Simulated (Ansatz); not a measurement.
C2H6GaI2N (SMILES C[N](C)[Ga]([I])[I]), singlet, geometry from GFN2-xTB (such geometries of metal compounds can be far from the true shape) (core potentials on I); PBE0/def2-SVP run with Ansatz (an electronic-structure program).

The Ansatz input:
Ansatz 0.2 input:
```yaml
crystal:
  periodic: [false, false, false]
  atoms:
    - {symbol: Ga, position_ang: [-0.37092142, 0.17651376, -0.12788277]}
    - {symbol: I, position_ang: [1.30037451, -0.56046425, -1.83815207]}
    - {symbol: I, position_ang: [0.02621379, -0.23383773, 2.30836085]}
    - {symbol: N, position_ang: [-1.80120306, 1.22597277, -0.65005402]}
    - {symbol: C, position_ang: [-2.15118291, 1.43822294, -2.04417474]}
    - {symbol: C, position_ang: [-2.86024686, 1.61998893, 0.26333860]}
    - {symbol: H, position_ang: [-3.07528432, 0.91046398, -2.31295783]}
    - {symbol: H, position_ang: [-2.29931999, 2.50724176, -2.23533423]}
    - {symbol: H, position_ang: [-1.34557314, 1.08458909, -2.69471240]}
    - {symbol: H, position_ang: [-3.04268589, 2.69780094, 0.18380824]}
    - {symbol: H, position_ang: [-3.79908561, 1.09600784, 0.04251537]}
    - {symbol: H, position_ang: [-2.57166707, 1.39889386, 1.29537636]}
basis:
  gaussian:
    orbitals: def2-SVP
hamiltonian:
  xc: pbe0
```

What the program printed (banner, timings and long lists left out):

```
Functional definition: PBE0
1731 factors; integrals over basis functions are off by at most 1.6e-3 eV
mean field evaluation 1: about -72217.4928 eV, gradient 5.6e1 eV
mean field evaluation 2: about -72186.7449 eV, gradient 1.2e2 eV
mean field evaluation 4: about -72224.7801 eV, gradient 6.2e0 eV
mean field evaluation 8: about -72225.0436 eV, gradient 1.0e0 eV
mean field evaluation 16: about -72225.0468 eV, gradient 1.7e-4 eV
mean field -72225.04680894 eV, -2654.2215143335 hartree, gradient 1.9e-5 eV, S^2 0.000000; 0 other end points of the search recorded, 0 dependent functions left out
reference -72225.04683774 eV, -2654.2215153919 hartree; 53, 53 occupied and 103, 103 virtual orbitals, 1731 factors
Total energy: -72225.04683774 eV, -2654.2215153919 hartree
```
